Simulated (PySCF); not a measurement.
**Bond curve of InP⁺**

Set-up: In def2-TZVPPD with ECP28, P def2-TZVPPD; scalar-relativistic core potentials (PySCF 2.14). Energies in eV from In⁺ + P in their ground configurations at the same level. State: ⁴Σ⁻ (quartet), unpaired electrons σ ↑, π ↑↑.

All columns are BHandHLYP. A positive dipole points towards P; it is taken about the centre of mass and depends on that origin.

```tsv
R (Å)	E (eV)	μ (D)	Mulliken charge on In (basis-dependent)	HOMO (eV)	LUMO (eV)	Mayer bond order	⟨S²⟩
2.497	-0.060	0.69	0.87	-13.31	-8.44	0.84	3.76
2.613	-0.198	0.64	0.87	-13.32	-8.35	0.71	3.76
2.729	-0.275	0.53	0.86	-13.33	-8.24	0.61	3.76
2.816	-0.307	0.41	0.86	-13.32	-8.15	0.54	3.76
2.903	-0.324	0.27	0.86	-13.30	-8.05	0.48	3.76
2.990	-0.329	0.11	0.86	-13.27	-7.95	0.43	3.76
3.106	-0.325	-0.13	0.86	-13.21	-7.82	0.37	3.76
3.251	-0.307	-0.46	0.88	-13.11	-7.65	0.30	3.75
3.425	-0.277	-0.87	0.90	-12.90	-7.47	0.24	3.75
3.658	-0.231	-1.42	0.92	-12.60	-7.26	0.17	3.75
```

A fit through these points gives, at Re = 3.004 Å, μ = 0.09 D and dμ/dR = -1.99 D/Å; the reduced mass is 24.4 u.

Task: How strong is the fundamental in the double-harmonic approximation, I = 42.26·(dμ/dR)²/μred km/mol?

Result: I = 42.26·(-1.99)²/24.4 = 6.86 km/mol at BHandHLYP.

The bond is weak. Basis-set superposition, not corrected here, can be much of De in a small basis, most of all at correlated wavefunction levels. These are scalar-relativistic numbers at best; spin–orbit coupling would shift them, the dissociation energy most. For an ion De counts to the pair picked by the measured ionisation energies or electron affinities, which need not be the lowest pair at this level. The state was picked by a PBE0 search and need not be the measured ground state.
